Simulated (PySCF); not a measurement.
H$_{5}$Si$_{2}$ (SMILES [SiH2][SiH3]), doublet, at a GFN2-xTB geometry; PySCF with M06/STO-3G.

Input for PySCF:
```python
from pyscf import gto, scf, dft

mol = gto.Mole()
mol.atom = '''
    Si   -0.00694582    0.01102555    1.17502224
    Si    0.00576956    0.03676145   -1.09538941
    H    -1.16877904   -0.49195748    1.91168064
    H     1.16087215   -0.45701581    1.92512387
    H     0.02916079   -1.24194353   -1.82537250
    H    -1.19026257    0.74313294   -1.57000039
    H     1.18547634    0.77876587   -1.55629122
'''
mol.basis = 'sto-3g'
mol.spin = 1
mol.verbose = 4
mol.build()

mf = dft.UKS(mol)
mf.xc = 'm06'
mf.kernel()
mf.analyze()
```

### Question
Write the output that PySCF gives for this input, abridged.

### Answer

```
PySCF version 2.14.0

[INPUT] verbose = 4
[INPUT] num. atoms = 7
[INPUT] num. electrons = 33
[INPUT] charge = 0
[INPUT] spin (= nelec alpha-beta = 2S) = 1
[INPUT] symmetry False subgroup None
[INPUT] Mole.unit = angstrom
[INPUT] Symbol           X                Y                Z      unit          X                Y                Z       unit  Magmom
[INPUT]  1 Si    -0.006945820000   0.011025550000   1.175022240000 AA   -0.013125697511   0.020835269873   2.220470223873 Bohr   0.0
[INPUT]  2 Si     0.005769560000   0.036761450000  -1.095389410000 AA    0.010902888259   0.069469072442  -2.069985984649 Bohr   0.0
[INPUT]  3 H     -1.168779040000  -0.491957480000   1.911680640000 AA   -2.208672285732  -0.929664902131   3.612552847233 Bohr   0.0
[INPUT]  4 H      1.160872150000  -0.457015810000   1.925123870000 AA    2.193730429135  -0.863634715496   3.637956870163 Bohr   0.0
[INPUT]  5 H      0.029160790000  -1.241943530000  -1.825372500000 AA    0.055105906676  -2.346933133876  -3.449454100313 Bohr   0.0
[INPUT]  6 H     -1.190262570000   0.743132940000  -1.570000390000 AA   -2.249270273621   1.404317730743  -2.966870752560 Bohr   0.0
[INPUT]  7 H      1.185476340000   0.778765870000  -1.556291220000 AA    2.240225609752   1.471654209459  -2.940964175865 Bohr   0.0

nuclear repulsion = 84.236371144727
number of shells = 15
number of NR pGTOs = 69
number of NR cGTOs = 23
basis = sto-3g
ecp = {}

******** <class 'pyscf.dft.uks.UKS'> ********
method = UKS
initial guess = minao
damping factor = 0
level_shift factor = 0
DIIS = <class 'pyscf.scf.diis.CDIIS'>
diis_start_cycle = 1
diis_space = 8
diis_damp = 0
SCF conv_tol = 1e-09
SCF conv_tol_grad = None
SCF max_cycles = 50
direct_scf = True
direct_scf_tol = 1e-13
number electrons alpha = 17  beta = 16
XC library pyscf.dft.libxc version 7.1.2
    S. Lehtola, C. Steigemann, M. J. T. Oliveira, and M. A. L. Marques,  SoftwareX 7, 1–5 (2018)
XC functionals = m06
    Y. Zhao and D. G. Truhlar,  Theor. Chem. Acc. 120, 215 (2008)
    Y. Zhao and D. G. Truhlar,  Theor. Chem. Acc. 120, 215 (2008)
radial grids:
    Treutler-Ahlrichs [JCP 102, 346 (1995); DOI:10.1063/1.469408] (M4) radial grids

becke partition: Becke, JCP 88, 2547 (1988); DOI:10.1063/1.454033
pruning grids: <function nwchem_prune>
grids dens level: 3
symmetrized grids: False
atomic radii adjust function: <function treutler_atomic_radii_adjust>
small_rho_cutoff = 0
Set gradient conv threshold to 3.16228e-05
tot grids = 87400
init E= -574.60601986841

cycle= 1 E= -575.098589256391  delta_E= -0.493  |g|= 0.0628  |ddm|=    2
cycle= 2 E= -575.103355634452  delta_E= -0.00477  |g|= 0.0291  |ddm|= 0.211
cycle= 3 E= -575.104093413957  delta_E= -0.000738  |g|= 0.00633  |ddm|= 0.0651
cycle= 4 E= -575.104146871748  delta_E= -5.35e-05  |g|= 0.00131  |ddm|= 0.019
cycle= 5 E= -575.104149677167  delta_E= -2.81e-06  |g|= 0.00052  |ddm|= 0.00462
cycle= 6 E= -575.104150097611  delta_E= -4.2e-07  |g|= 0.000112  |ddm|= 0.00168
cycle= 7 E= -575.104150122875  delta_E= -2.53e-08  |g|= 1.99e-05  |ddm|= 0.000463
cycle= 8 E= -575.104150123732  delta_E= -8.57e-10  |g|= 5e-06  |ddm|= 8.26e-05
Extra cycle  E= -575.104150123787  delta_E= -5.58e-11  |g|= 1.84e-06  |ddm|= 1.91e-05
converged SCF energy = -575.104150123787  <S^2> = 0.75196492  2S+1 = 2.001964
**** SCF Summaries ****
Total Energy =                        -575.104150123787349
Nuclear Repulsion Energy =              84.236371144727016
One-electron Energy =                 -968.151975012321941
Two-electron Energy =                  308.811453743807533
Two-electron Coulomb Energy =          352.530129546287981
DFT Exchange-Correlation Energy =      -43.718675802480419
**** MO energy ****
                             alpha | beta                alpha | beta
MO #1   energy= -65.5198865268041  | -65.5198668096283  occ= 1 | 1
MO #2   energy= -65.4590624972067  | -65.4546650724637  occ= 1 | 1
MO #3   energy= -5.13056936318187  | -5.13056087693722  occ= 1 | 1
MO #4   energy= -5.08607548459493  | -5.0786808567249   occ= 1 | 1
MO #5   energy= -3.42407147944882  | -3.4241255368326   occ= 1 | 1
MO #6   energy= -3.42324348259631  | -3.42322572159698  occ= 1 | 1
MO #7   energy= -3.42292986248891  | -3.42287058811732  occ= 1 | 1
MO #8   energy= -3.38049735773623  | -3.37419415979861  occ= 1 | 1
MO #9   energy= -3.37931118772908  | -3.37304883459106  occ= 1 | 1
MO #10  energy= -3.3787070458279   | -3.36333776867282  occ= 1 | 1
MO #11  energy= -0.522933499890978 | -0.513847026748964 occ= 1 | 1
MO #12  energy= -0.449993450536627 | -0.430923840388841 occ= 1 | 1
MO #13  energy= -0.306171367514171 | -0.30341880880403  occ= 1 | 1
MO #14  energy= -0.296933468054935 | -0.292377007081529 occ= 1 | 1
MO #15  energy= -0.276021592817013 | -0.271214189061941 occ= 1 | 1
MO #16  energy= -0.247371939265501 | -0.237730564296748 occ= 1 | 1
MO #17  energy= -0.0892603661803174 | 0.0707988544898256 occ= 1 | 0
MO #18  energy= 0.220567413874358  | 0.246785788269589  occ= 0 | 0
MO #19  energy= 0.305117539585002  | 0.321665279980243  occ= 0 | 0
MO #20  energy= 0.341046408767493  | 0.360242528692017  occ= 0 | 0
MO #21  energy= 0.390702140511808  | 0.395099447169588  occ= 0 | 0
MO #22  energy= 0.431673124307792  | 0.455753273735628  occ= 0 | 0
MO #23  energy= 0.434323748483861  | 0.463204482228507  occ= 0 | 0

To work with the spin densities directly, `use mulliken_meta_spin()` only printing them here.

 ** Mulliken spin pop alpha/beta on meta-lowdin orthogonal AOs **
 ** Mulliken Spin Density (per AO)  **
spin_pop of  0 Si 1s        0.00000
spin_pop of  0 Si 2s       -0.00001
spin_pop of  0 Si 3s        0.11718
spin_pop of  0 Si 2px      -0.00004
spin_pop of  0 Si 2py       0.00041
spin_pop of  0 Si 2pz      -0.00002
spin_pop of  0 Si 3px       0.02044
spin_pop of  0 Si 3py       0.80125
spin_pop of  0 Si 3pz       0.05424
spin_pop of  1 Si 1s        0.00000
spin_pop of  1 Si 2s        0.00000
spin_pop of  1 Si 3s        0.00158
spin_pop of  1 Si 2px      -0.00000
spin_pop of  1 Si 2py      -0.00001
spin_pop of  1 Si 2pz       0.00000
spin_pop of  1 Si 3px       0.00209
spin_pop of  1 Si 3py      -0.00290
spin_pop of  1 Si 3pz      -0.00314
spin_pop of  2 H 1s       -0.01023
spin_pop of  3 H 1s       -0.01022
spin_pop of  4 H 1s        0.03243
spin_pop of  5 H 1s       -0.00153
spin_pop of  6 H 1s       -0.00153
 ** Mulliken Spin Density (per atom)  **
spin density of  0 Si =      0.99345
spin density of  1 Si =     -0.00237
spin density of  2 H =     -0.01023
spin density of  3 H =     -0.01022
spin density of  4 H =      0.03243
spin density of  5 H =     -0.00153
spin density of  6 H =     -0.00153
 ** Mulliken pop alpha/beta on meta-lowdin orthogonal AOs **
 ** Mulliken pop       alpha | beta **
pop of  0 Si 1s        1.00000 | 1.00000
pop of  0 Si 2s        0.99973 | 0.99973
pop of  0 Si 3s        0.70434 | 0.58716
pop of  0 Si 2px       0.99891 | 0.99895
pop of  0 Si 2py       0.99971 | 0.99930
pop of  0 Si 2pz       0.99880 | 0.99883
pop of  0 Si 3px       0.40803 | 0.38759
pop of  0 Si 3py       0.83924 | 0.03799
pop of  0 Si 3pz       0.43807 | 0.38383
pop of  1 Si 1s        1.00000 | 1.00000
pop of  1 Si 2s        0.99962 | 0.99962
pop of  1 Si 3s        0.58934 | 0.58776
pop of  1 Si 2px       0.99899 | 0.99899
pop of  1 Si 2py       0.99901 | 0.99903
pop of  1 Si 2pz       0.99893 | 0.99893
pop of  1 Si 3px       0.41071 | 0.40862
pop of  1 Si 3py       0.40964 | 0.41254
pop of  1 Si 3pz       0.42083 | 0.42397
pop of  2 H 1s        0.55064 | 0.56086
pop of  3 H 1s        0.55064 | 0.56086
pop of  4 H 1s        0.57303 | 0.54060
pop of  5 H 1s        0.55588 | 0.55742
pop of  6 H 1s        0.55589 | 0.55742
In total            17.00000 | 16.00000
 ** Mulliken atomic charges   ( Nelec_alpha | Nelec_beta ) **
charge of  0Si =      0.21978  (     7.38684      6.39338 )
charge of  1Si =      0.34346  (     6.82708      6.82946 )
charge of  2H =     -0.11150  (     0.55064      0.56086 )
charge of  3H =     -0.11150  (     0.55064      0.56086 )
charge of  4H =     -0.11363  (     0.57303      0.54060 )
charge of  5H =     -0.11330  (     0.55588      0.55742 )
charge of  6H =     -0.11331  (     0.55589      0.55742 )
Dipole moment(X, Y, Z, Debye): -0.00193,  0.10027,  0.05628
```
